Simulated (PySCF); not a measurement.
Precursor series Zn Cl-CH3. Isolated molecules, 0 K electronic values unless said otherwise. One relaxed conformer stands for each flexible species; it need not be the lowest.

All values below come from B3LYP-D3(BJ)/def2-TZVP // TPSS-D3(BJ)/def2-SVP in PySCF. All candidates: neutral, multiplicity 1. B3LYP has the VWN-RPA correlation part, as in Gaussian. 

The HOMO is -8.86 eV and the HOMO–LUMO gap comes out as 6.74 eV. The LUMO is -2.12 eV.

Problem. Name which member has these values.
A. [Zn(Cl)(CH3)]
B. [Zn(Cl)2]
C. [Zn(CH3)2]

Solution. B, [Zn(Cl)2]. The others give [Zn(Cl)(CH3)]: -8.35 eV, 7.49 eV, -0.87 eV; [Zn(CH3)2]: -6.94 eV, 6.83 eV, -0.11 eV
